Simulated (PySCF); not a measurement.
Level of theory: B3LYP-D3(BJ)/def2-TZVP (PySCF 2.14.0). Isolated molecules, 0 K electronic values unless said otherwise. One relaxed conformer stands for a flexible species; it need not be the lowest. B3LYP has the VWN-RPA correlation part, as in Gaussian. Excitations are Tamm–Dancoff values on a coarser integration grid. The basis has no diffuse functions, so Rydberg states are missing or too high.

Reference species (SMILES): `C=C(C#N)C[SiH3]` (neutral, multiplicity 1).

```json
{
  "S1 oscillator strength": "0.283",
  "LUMO": "-1.70 eV",
  "HOMO": "-7.66 eV",
  "T1 excitation (TDA)": "3.62 eV"
}
```

After one change: the S1 oscillator strength drops by 0.256; the LUMO rises by 0.53 eV; the HOMO falls by 0.40 eV; the T1 excitation (TDA) rises by 0.65 eV.

Name the change that produced these shifts. The new species is one of these.
A. `N#CC/C=C\[SiH3]`
B. `N#C/C=C/C[SiH3]`
C. `C/C=C(\[SiH3])C#N`
D. `C/C([SiH3])=C/C#N`

A, `N#CC/C=C\[SiH3]`
